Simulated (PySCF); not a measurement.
## Peak assignment

Atoms are numbered as in `[CH:1]#[C:2]/[C:3]([SiH3:4])=[CH:5]\[SiH2:6][PH2:7]` (H(Xn): hydrogen on atom n).

- coordinates at the GFN2-xTB level
- shielding tensors at PBE0/pcSseg-1 (GIAO)
- run in PySCF 2.14.0 with density-fitted response routines
- isolated molecule, non-relativistic, single conformer, equivalent nuclei averaged

References, each an isolated molecule treated in the same way: TMS for 13C (186.93 ppm), 1H (31.72 ppm).

Q: Assign these signals to the numbered atoms. 13C{1H} NMR (computed): δ 166.7 (CH), 145.7 (C), 104.6 (CH), 87.5 (C).

A: 
166.7 → C5, alkene CH
145.7 → C3, fully substituted alkene carbon: an sp2 carbon of a C=C bond
104.6 → C1, terminal alkyne carbon: sp carbons lie upfield of alkene carbons because the cylindrical π system leaves one tensor component strongly shielded
87.5 → C2, alkyne carbon: sp carbons lie upfield of alkene carbons because the cylindrical π system leaves one tensor component strongly shielded

Q: Assign these signals to the numbered atoms. 1H NMR (300 MHz, computed): δ 7.47 (m, 1H), 4.56 (m, 2H), 4.30 (s, 3H), 3.80 (s, 1H), 1.45 (m, 2H).

A: 
7.47 → H(C5), hydrogen on an alkene CH: a vinylic proton, deshielded by the sp2 carbon and the C=C anisotropy
4.56 → H(Si6), hydrogen on a silicon bonded to C, P
4.30 → H(Si4), hydrogen on a silicon bonded to C
3.80 → H(C1), hydrogen on a terminal alkyne carbon
1.45 → H(P7), hydrogen on a phosphorus bonded to Si

Splittings by 31P in the carbon and heteronuclear signals aren't shown, as no couplings were computed. Shifts are as computed. Against solution values, carbons near 30 ppm lie about +3 ppm off and those near 130 ppm about +5 ppm. Of 1211 compounds with measured shifts, 218 miss one by over three times the rms of a fit or turn the order of signals round; such compounds aren't used in these exercises. No couplings were computed; multiplicities are counted from neighbouring protons, with m where these are inequivalent, close in shift, in a saturated or five-membered ring or joined by F or P, and br s for small geminal =CH2 splittings.
